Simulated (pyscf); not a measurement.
# H₃C–Be–CH₃, singlet

Gas-phase minimum from PySCF at ωB97X-D3(BJ)/def2-SVP, one conformer. 

SMILES: [CH3][Be][CH3]
```xyz
9

C     -2.3602    -0.5324    -1.8736
Be    -0.8869    -0.6922    -1.0698
C      0.5867    -0.8510    -0.2663
H     -2.2282    -0.3482    -2.9558
H     -2.9873    -1.4385    -1.7822
H     -2.9618     0.3084    -1.4816
H      1.2329    -1.6219    -0.7253
H      1.1676     0.0897    -0.2685
H      0.4565    -1.1387     0.7933
```
Charge 0, spin multiplicity 1.

Bond lengths (Å): C1–Be2 1.686, C1–H4 1.106, C1–H5 1.106, C1–H6 1.106, Be2–C3 1.686, C3–H7 1.106, C3–H8 1.106, C3–H9 1.106. Angles (°): Be2–C1–H4 112.2, Be2–C1–H5 112.2, Be2–C1–H6 112.2, H4–C1–H5 106.6, H4–C1–H6 106.6, H5–C1–H6 106.6, C1–Be2–C3 180.0, Be2–C3–H7 112.3, Be2–C3–H8 112.2, Be2–C3–H9 112.2, H7–C3–H8 106.6, H7–C3–H9 106.6, H8–C3–H9 106.6.

Properties at ωB97X-D3(BJ)/def2-SVP:

```yaml
harmonic_wavenumbers_unscaled: 10, 217, 217, 552, 566, 566, 762, 762, 1109, 1237, 1277, 1430, 1430, 1433, 1433, 3039, 3040, 3128, 3128, 3129, 3129 cm⁻¹
zero_point_energy: 45.2 kcal/mol
rotational_symmetry_number: 6
Entropy of this conformer at 298 K and 1 atm, rigid rotor and harmonic oscillator, modes under 100 cm⁻¹ raised to 100: 274.3 J/(mol K)
dipole_moment: 0.00 D
```

Single-point totals, which compare only within one level (frozen core for MP2 and CC):

```tsv
level	total energy (hartree)
ωB97X-D3(BJ)/def2-TZVP	-94.67336
PBE/def2-TZVP	-94.44697
r²SCAN/def2-TZVP	-94.53722
B3LYP-D3(BJ)/def2-TZVP	-94.62924
PBE0-D3(BJ)/def2-TZVP	-94.47498
M06-2X/def2-TZVP	-94.55575
ωB97M-D3(BJ)/def2-TZVP	-94.63296
HF/def2-TZVPP	-93.90242
MP2/def2-TZVPP	-94.33910
CCSD/def2-TZVPP	-94.37807
CCSD(T)/def2-TZVPP	-94.39374
```

The lowest mode is so soft that the shape along it may change with the basis. Soft torsions are taken as harmonic, which can shift the entropy by several J/(mol K). The CCSD(T) − MP2 part came from Ansatz, without density fitting, on the same reference.
